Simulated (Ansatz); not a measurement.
Reaction (SMILES): CO[SiH3] → CO[SiH2] + H atom (the H-Si bond at the site shown breaks; other sites are not compared here)
Each molecule is optimised on its own at B3LYP-D3(BJ)/def2-TZVP (Ansatz, a program for electronic structure), one conformer each, not searched for the lowest. Frequencies are from Ansatz.
Geometry of the first species:
```xyz
9

Si     1.0072     0.2847     0.1736
O     -0.3092    -0.5077    -0.4154
C     -1.6411    -0.1893    -0.0463
H      2.1880    -0.3427    -0.4511
H      1.0809     0.1649     1.6527
H      0.9516     1.7305    -0.1643
H     -1.8932     0.8414    -0.3167
H     -1.7973    -0.3187     1.0297
H     -2.3104    -0.8637    -0.5797
```
Charge 0, spin multiplicity 1.

Wanted: bond dissociation energy (enthalpy at 298 K, with B3LYP-D3(BJ) rigid-rotor harmonic-oscillator terms), in kcal/mol. Valence correlation only, unless marked. UHF or UKS for open shells. No spin-orbit coupling. Non-relativistic unless marked X2C. Basis-set limits of correlation are two-point, X^-3; Hartree-Fock from the larger set.

| level | program | bond dissociation energy (kcal/mol) | minus last row |
|---|---|---|---|
| B2PLYP-D4/def2-TZVPD | Ansatz + dftd4 | 90.2 | -2.8 |
| MP2/6-31G* | Ansatz | 81.4 | -11.6 |
| MP2/aug-cc-pV(Q+d)Z | Ansatz | 90.5 | -2.5 |
| CCSD(T)/STO-3G | Ansatz | 107.9 | 14.9 |
| CCSD(T)/cc-pV(T+d)Z | Ansatz | 91.7 | -1.3 |
| X2C-CCSD(T)/cc-pVTZ-DK | Ansatz | 91.0 | -2.0 |
| CCSD(T)/CBS(aug-cc-pV(T+d)Z,aug-cc-pV(Q+d)Z) | Ansatz | 93.0 | 0.0 |
